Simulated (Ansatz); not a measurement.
`FBB(F)F` + `O[SiH3]` → `FB(F)O[SiH3]` + `BF` at 298.15 K and 1 bar (cleavage of the B–B bond).

Gas-phase electronic energies from Ansatz, PBE0-D4/def2-TZVP geometries. CCSD(T)/CBS is the MP2 limit (def2-TZVPP, def2-QZVPP) plus CCSD(T) − MP2 in def2-TZVPP, frozen cores. This one scheme is used for every species. One conformer a species, not always the lowest.

```csv
species,CCSD(T)/CBS energy (Eh),H − E (kJ/mol),S (J/(mol·K))
`FBB(F)F`,-349.71808,81.6,317.7
`O[SiH3]`,-366.69042,113.6,257.8
`FB(F)O[SiH3]`,-590.65048,124.2,341.9
`BF`,-125.82039,69.3,222.5
```

H − E and S are ideal-gas, rigid-rotor, harmonic terms from PBE0-D4/def2-TZVP, for one conformer and one mirror image of each species. 1 Eh = 2625.50 kJ/mol, R = 8.31446 J/(mol·K).

Q: By hand: ΔE, ΔH, ΔS and ΔG.

A: ΔE = (-590.65048) + (-125.82039) − (-349.71808) − (-366.69042) = -0.06237 Eh = -163.8 kJ/mol. Δ(H − E) = 124.2 + 69.3 − 81.6 − 113.6 = -1.7, so ΔH = -165.5 kJ/mol. ΔS = 341.9 + 222.5 − 317.7 − 257.8 = -11.1 J/(mol·K). ΔG = -165.5 − 298.15 × (-11.1)/1000 = -162.2 kJ/mol.

Q: By hand: the equilibrium constant, and the temperature at which ΔG would vanish if ΔH and ΔS stayed fixed.

A: log₁₀ K = −ΔG/(RT ln 10) = 28.4. ΔG = 0 at ΔH/ΔS = 14910 K, far beyond where these terms or the molecules hold.

The number of gas molecules stays the same, so ΔS is small and ΔH decides. A doubt of 5 kJ/mol in ΔE shifts log₁₀ K by 0.9 here. Other conformers and mirror images would add mixing entropy, several J/(mol·K) or more a flexible species. Modes under 60 cm⁻¹, often nearly free rotors, make the harmonic entropy too high. These are equilibria of isolated gas molecules and say nothing of rates. Largest T1 diagnostic: 0.014 (customary marks: 0.02 for closed shells, 0.045 for open ones).
